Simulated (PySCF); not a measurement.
Job file and geometry (Å, from GFN2-xTB) of an NMR shielding run on SMILES C1CCB([SiH2]N)C1, C4H12BNSi, GIAO PBE0/pcSseg-1 NMR shielding, non-relativistic, gas phase (PySCF); density fitting, a coarse starting grid and PySCF grid level 2 are the driver's defaults:

```
$ OMP_NUM_THREADS=1 python probes_run.py task.json out

{"job": {"kind": "nmr", "xc": "PBE0", "basis": "pcSseg-1"}, "charge": 0, "multiplicity": 1}
N      3.269311     0.669332    -0.195294
Si     2.175088    -0.653822    -0.482353
B      0.260663    -0.297838    -0.212560
C     -0.954917    -1.283228    -0.431131
C     -2.216321    -0.405015    -0.364156
C     -1.852224     0.727104     0.596498
C     -0.387917     1.062378     0.268750
H      3.392801     0.980568     0.755132
H      3.195362     1.476124    -0.794658
H      2.713569    -1.694861     0.412106
H      2.513258    -1.030936    -1.867035
H     -0.934648    -1.899724    -1.330887
H     -0.967177    -1.987848     0.408207
H     -3.100270    -0.953996    -0.037565
H     -2.422487     0.008459    -1.354175
H     -2.518580     1.584922     0.497427
H     -1.917606     0.366279     1.625606
H      0.104511     1.583102     1.092396
H     -0.362220     1.758247    -0.578606
```

Problem. What does the program print?

Solution. 
```
coarse grid: 15560 points
cycle   1  E = -528.1765166913  dE =  6.274e-01  |g| = 5.778e-01  |ddm| = 3.809e+00
cycle   2  E = -528.1289671285  dE =  4.755e-02  |g| = 7.427e-01  |ddm| = 1.449e+00
cycle   3  E = -528.2584697389  dE = -1.295e-01  |g| = 4.999e-02  |ddm| = 8.801e-01
cycle   4  E = -528.2589356049  dE = -4.659e-04  |g| = 2.387e-02  |ddm| = 9.735e-02
cycle   5  E = -528.2590630869  dE = -1.275e-04  |g| = 7.544e-03  |ddm| = 3.577e-02
cycle   6  E = -528.2590762427  dE = -1.316e-05  |g| = 9.535e-04  |ddm| = 9.451e-03
cycle   7  E = -528.2590764425  dE = -1.998e-07  |g| = 2.701e-04  |ddm| = 1.354e-03
final grid: 143424 points
cycle   8  E = -528.2949934751  dE = -3.508e-05  |g| = 9.282e-03  |ddm| = 2.937e-02
cycle   9  E = -528.2949794685  dE =  1.401e-05  |g| = 1.216e-02  |ddm| = 2.004e-02
cycle  10  E = -528.2950146847  dE = -3.522e-05  |g| = 4.601e-04  |ddm| = 1.149e-02
cycle  11  E = -528.2950147238  dE = -3.910e-08  |g| = 2.444e-04  |ddm| = 9.642e-04
cycle  12  E = -528.2950147375  dE = -1.369e-08  |g| = 4.758e-05  |ddm| = 3.302e-04
cycle  13  E = -528.2950147380  dE = -4.982e-10  |g| = 1.173e-05  |ddm| = 7.379e-05
converged SCF energy = -528.2950147380

GIAO shielding tensors (ppm)
atom      isotropic    diamagn.    paramagn.     s11        s22        s33       span
  0 N      270.620     318.074     -47.453    237.097    264.346    310.418     73.320
  1 Si     399.567     878.808    -479.242    311.672    402.003    485.025    173.354
  2 B      -15.256     194.894    -210.151    -92.493    -66.907    113.631    206.124
  3 C      147.998     254.439    -106.441    129.803    148.544    165.646     35.843
  4 C      154.598     249.365     -94.766    126.953    162.995    173.847     46.894
  5 C      155.206     249.212     -94.006    129.480    162.944    173.193     43.713
  6 C      145.252     253.190    -107.939    126.438    145.550    163.766     37.328
  7 H       32.029      31.238       0.791     25.341     27.672     43.074     17.733
  8 H       32.115      31.242       0.873     25.442     27.930     42.974     17.533
  9 H       26.652      27.882      -1.230     22.466     26.556     30.935      8.469
 10 H       26.618      27.896      -1.279     22.129     26.628     31.097      8.968
 11 H       29.522      31.764      -2.242     24.825     28.950     34.791      9.967
 12 H       30.711      31.969      -1.258     25.264     29.628     37.242     11.979
 13 H       29.552      30.040      -0.488     24.489     27.874     36.294     11.805
 14 H       30.345      31.462      -1.117     25.538     28.956     36.542     11.004
 15 H       29.570      30.490      -0.920     24.572     27.919     36.220     11.648
 16 H       30.381      31.832      -1.452     25.487     28.982     36.672     11.184
 17 H       29.271      33.160      -3.889     24.292     29.284     34.238      9.946
 18 H       30.579      32.613      -2.033     24.919     30.079     36.740     11.821
```

Size and cost of the density-fitted run: 186 basis functions, 29 s wall time on 1 thread of an Arm Neoverse V1, shared host; peak memory 0.84 GiB.
